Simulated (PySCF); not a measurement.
## Mayer bond orders and bond lengths

C6H9FOSi.
Numbering: `[CH:1]#[C:2]/[CH:3]=[C:4](\[CH2:5][CH2:6][F:7])[SiH2:8][OH:9]` (hydrogens: H10 on C1; H11 on C3; H12, H13 on C5; H14, H15 on C6; H16, H17 on Si8; H18 on O9)

Cartesian coordinates in Å at the GFN2-xTB level; atoms count from 1:
```
atom  x, y, z in Å
C1     3.1698   -1.1287   -1.0095
C2     1.9775   -1.2630   -0.9304
C3     0.5805   -1.4205   -0.8425
C4    -0.2380   -0.5995   -0.1716
C5     0.3232    0.6093    0.5318
C6     0.4227    1.8025   -0.4137
F7    -0.8323    2.2253   -0.8038
Si8   -2.1046   -0.9075   -0.0924
O9    -2.8956    0.4326    0.3582
H10    4.2111   -1.0228   -1.0825
H11    0.1812   -2.2806   -1.3644
H12   -0.3125    0.8825    1.3762
H13    1.3323    0.4046    0.8974
H14    0.9630    1.5407   -1.3282
H15    0.8963    2.6611    0.0728
H16   -2.4221   -1.8246    0.9970
H17   -2.5418   -1.3781   -1.4094
H18   -2.7193    1.2730   -0.0614
```

Bond orders from the PBE0/pcSseg-1 density (PySCF). Geometry: GFN2-xTB, one conformer, isolated molecule.

(1) Where do the orders between heavy atoms depart from those drawn in the SMILES?

(2) Give the Mayer order of every bond between heavy atoms, beside its length.

Results:

(1) The largest departure is 0.629, at C1–C2 (drawn triple, 2.371). Drawn single, order below 0.88: C6–F7 (0.853) and C4–Si8 (0.819). Drawn double or triple, more than 0.30 short of the drawn order: C1–C2 (2.371).

(2) 
```
  bond  drawn as  length (Å)  Mayer order
 C1–C2    triple       1.202        2.371
 C2–C3    single       1.409        1.111
 C3–C4    double       1.339        1.819
 C4–C5    single       1.507        1.040
 C5–C6    single       1.526        1.027
 C6–F7    single       1.381        0.853
C4–Si8    single       1.894        0.819
Si8–O9    single       1.620        1.036
```

Bonds between the same two heavy elements. C–C: lowest C5–C6 (1.027, 1.526 Å), highest C1–C2 (2.371, 1.202 Å).

Question: And the bonds to hydrogen?

Answer: C–H: 0.93 to 1.15 (6 bonds); H–Si: 0.90 to 0.92 (2 bonds); H–O: 0.92 (1 bond).

Question: Sum the orders of all bonds at each heavy atom with more than one neighbour and set the sums beside the valence in the SMILES.

Answer: C1 3.521 (drawn 4), C2 3.482 (drawn 4), C3 3.867 (drawn 4), C4 3.678 (drawn 4), C5 3.927 (drawn 4), C6 3.788 (drawn 4), Si8 3.681 (drawn 4), O9 1.955 (drawn 2). Orders between atoms that aren't bonded are not in these sums.

For a closed shell the Mayer order of atoms A and B is Σ (PS)μν (PS)νμ over the basis functions μ on A and ν on B, with P the density and S the overlap matrix.
